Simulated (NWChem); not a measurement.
CH₆BP; SMILES B(C)P

```xyz
9

B     -0.6096    -0.5474     0.0075
H     -1.8254    -0.6358    -0.0509
C      0.2696    -1.8437    -0.0277
H      0.0289    -2.4334     0.8873
H      1.3662    -1.6919    -0.0583
H     -0.0311    -2.5039    -0.8706
P      0.0929     1.1989    -0.0867
H      1.2631     1.1366     0.7381
H     -0.7640     1.9448     0.7832
```
Atoms are numbered in this order, from 1.

Program: NWChem. The geometry was optimised at PBE-D3(BJ)/def2-SVP. B3LYP is NWChem's, with the RPA form of VWN correlation. Ions are spin-unrestricted doublets at the neutral geometry; other ion states weren't tried.

**Question.** What does the run give for B3LYP/def2-TZVP? Quantities: vertical ionisation energy, ΔSCF (eV); −ε(HOMO) (eV).

**Answer.** 
- vertical ionisation energy, ΔSCF (eV): 9.47
- −ε(HOMO) (eV): 7.06
